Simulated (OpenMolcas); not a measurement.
Ni2+: moving the ligands

Ni2+ with 4 ligands (chloride) in tetrahedral coordination (Td) at 2.31 Å. A charge of +0.5 e stands 3.2 Å behind each ligand. Ligand basis ANO-RCC-VDZP.
```
Ni    0.0000    0.0000    0.0000
Cl    1.3337    1.3337    1.3337
Cl    1.3337   -1.3337   -1.3337
Cl   -1.3337    1.3337   -1.3337
Cl   -1.3337   -1.3337    1.3337
```

```yaml
Program: OpenMolcas 26.06
Method: "SS-CASPT2, IPEA 0.25 Eh, imaginary shift 0.1 Eh (closed shells correlated: 3s 3p and the ligand valence shells)"
Basis: ANO-RCC-VDZP [5s4p2d1f]
Scalar_Hamiltonian: DKH2, point nucleus
Active_space: 8 electrons in 5 orbitals (3d)
State_averaging: 2S+1 = 3 even, 10 roots; 2S+1 = 1 even, 15 roots
Spin-orbit_coupling: state interaction with AMFI integrals over the reference wave functions
```

Runs around this geometry, states (labels of Td). Energies in cm-1 above the lowest state or level, χT in cm3 K/mol; under a threefold ground state the first gap can be a small split of the lowest multiplet, not the spin-orbit step.

```
R (Å)  Ground state  First state of that spin  First gap with spin-orbit (degeneracies)  χT at 300 K  First state of another spin
 2.16           3T1                  3T2 2520                                350 (1, 3)        2.463                     1T2 9280
 2.31           3T1                  3T2 1430                                280 (1, 3)        2.866                    1T2 10580
  2.4           3T1                   3T2 960                                230 (1, 3)        3.125                    1T2 11080
```

Roots that are degenerate in the reference are averaged as groups; the widest CASPT2 spread within a group is 630 cm-1 (the 3-fold group of multiplicity 3 near 2520 cm-1 above the lowest state of its run, R = 2.16). Shifts and gaps below about the spread of the groups concerned are not significant. Over all roots computed the reference weight is 0.71 to 0.74 in R = 2.16, 0.72 to 0.74 in R = 2.31, 0.72 to 0.74 in R = 2.4; a low but even weight reflects the number of correlated electrons. An orbital triplet at a regular site is open to Jahn-Teller coupling, which can distort the site and quench the lowest spin-orbit gaps and is left out. A single d shell leaves out the double-shell effect, which counts most for late 3d ions, where the CASPT2 field can be off either way by tens of per cent. Ligand-to-metal charge-transfer states are missing. These CASPT2 states fit no ligand-field parameters well, so their order and spin gaps are uncertain. For late 3d ions with one d shell CASPT2 can put B and the spin-flip bands somewhat low as well as high. With one d shell and no ligand orbital active, 10Dq can be off by tens of per cent for divalent 3d ions, low with halides held by bare charges and at times high in hosts. Free-ion shares, where given, are those of the reference states; single-state CASPT2 does not remix them. No measured value stands beside these numbers; the geometry was imposed, not optimised, and the real ion may take another.
